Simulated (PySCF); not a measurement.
Calculation: PySCF with PBE-D3(BJ)/def2-TZVP. Isolated molecules, 0 K electronic values unless said otherwise. 

Reference species (SMILES): `[SiH3][Al]([SiH3])[SiH3]` (neutral, multiplicity 1).

The HOMO is -6.33 eV. The dipole moment is 0.08 D.

Changed species: `[AlH2][SiH3]` (2 of 3 SiH3 replaced by H; the reference has 0 of 3 SiH3 replaced by H).

### Question
Predict the effect on the HOMO and dipole moment.

### Answer
the HOMO falls by 0.23 eV, to -6.56 eV; the dipole moment goes up by 0.15 D, to 0.23 D.
